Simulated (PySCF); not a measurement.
**Simulated characterisation data**

One averaged value for each set of equivalent atoms, relativity neglected, no solvent model, single conformer. Geometry: GFN2-xTB; shieldings: GIAO PBE0/pcSseg-1; PySCF 2.14.

Referencing at the same level of theory: TMS for 1H, 13C. Where no couplings were computed, multiplicities follow the n + 1 count of equivalent neighbours, and m marks all less simple cases (inequivalent or close neighbours, rings, F or P nearby). Shifts are as computed. Against solution values, carbons near 30 ppm lie about +3 ppm off and those near 130 ppm about +5 ppm. Of 1211 compounds with measured shifts, 218 miss one by over three times the rms of a fit or turn the order of signals round; such compounds aren't used in these exercises. OH and NH positions are gas-phase values without hydrogen bonding to other molecules.

**1.** `N[Si@@H](C=O)N([SiH3])[SiH3]`, CH₁₀N₂OSi₃. 1H NMR (600 MHz, computed): δ 11.95 (d, 1H), 4.92 (d, 1H), 4.76 (s, 6H), 1.24 (br s, 2H). 13C{1H} NMR (computed): δ 253.3 (CH).

**2.** `O=COC1=COCCC1`, C₆H₈O₃. 1H NMR (600 MHz, computed): δ 8.57 (s, 1H), 8.11 (s, 1H), 4.03 (m, 2H), 2.35 (m, 2H), 1.81 (m, 2H). 13C{1H} NMR (computed): δ 162.3 (CH), 145.7 (CH), 138.5 (C), 67.1 (CH2), 27.9 (CH2), 24.8 (CH2).
